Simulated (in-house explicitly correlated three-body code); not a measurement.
Values are calculated unless marked as measured or tabulated.
**Two electrons around a charge Z: the exact Kohn-Sham energy parts**

The exact non-relativistic ground state comes from a variational code in 260 exponentially correlated functions, the Kohn-Sham parts from inverting its density (past Z = 6 the correlation energy is taken as exact minus Hartree-Fock, equal to within microhartrees), and self-consistent runs (Hartree-Fock is restricted) from a B-spline radial code. Z may be fractional; the second electron is bound down to Z = 0.911.

E_c tends to a constant and T_c to −E_c as Z grows.

```
    Z     E (Eh)  E_x (Eh)  E_c (mEh)  T_c (mEh)  −T_c/E_c  binding (eV)
 0.96  -0.474810  -0.34944     -43.45      27.01     0.622        0.3812
1.035  -0.576867  -0.40635     -41.32      28.51     0.690         1.123
 1.07  -0.628528  -0.43080     -40.92      29.06     0.710         1.526
 1.17  -0.789914  -0.49784     -40.49      30.42     0.751          2.87
 1.22  -0.878193  -0.53051     -40.47      31.01     0.766         3.646
 1.34  -1.110564  -0.60783     -40.61      32.25     0.794          5.79
 1.48          ?         ?          ?          ?         ?             ?
  1.6  -1.712984  -0.77287     -41.22      34.37     0.834         11.78
 1.68  -1.925545  -0.82334     -41.41      34.90     0.843            14
 1.76          ?         ?          ?          ?         ?             ?
 1.92  -2.639990  -0.97433     -41.95      36.26     0.864         21.68
 2.06  -3.109920  -1.06223     -42.22      36.91     0.874         26.89
```

(1) What belongs in the row Z = 1.76?

(2) What belongs in the row Z = 1.48?

(3) Where is correlation strongest relative to exchange?

## Answers

(1) E (Eh): -2.150900; E_x (Eh): -0.87373; E_c (mEh): -41.60; T_c (mEh): 35.39; −T_c/E_c: 0.851; binding (eV): 16.38.

(2) E (Eh): -1.418138; E_x (Eh): -0.69695; E_c (mEh): -40.92; T_c (mEh): 33.47; −T_c/E_c: 0.818; binding (eV): 8.788.

(3) E_c/E_x falls from 0.124 at Z = 0.96 to 0.0397 at Z = 2.06, since exchange grows as Z while correlation stays near −0.045 hartree. The smaller −T_c/E_c at low Z marks the more static, in-out correlation of a loosely bound pair.
